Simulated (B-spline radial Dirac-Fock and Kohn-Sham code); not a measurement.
## Total and shell-resolved photoionisation of Zn²¹⁺

System: the Zn²¹⁺ ion, [He] 2s2 2p5.

Calculated with an atomic code on a B-spline grid, using Dirac-Hartree-Slater photoionisation with all multipoles and Dirac-Fock thresholds.

Computed thresholds (eV): K 10686.6, L1 2116.5, L2 1988.1, L3 1962.4.

```csv
photon energy (eV),total (b),K (%),L (%)
5414.7,15670,–,100.0
8047.8,5240,–,100.0
12000,15840,89.1,10.9
17479.3,5737,89.7,10.3
28300,1484,90.1,9.9
40000,544.2,90.3,9.7
80000,68.79,90.4,9.6
145000,11.27,90.4,9.6
166000,7.474,90.4,9.6
```

Problem. With what power of the photon energy does the total fall between 145000 and 166000 eV?

Solution. As E^-3.04. The non-relativistic Born limit for an s electron far above threshold is E^-3.5; near threshold and at relativistic energies the fall is slower.
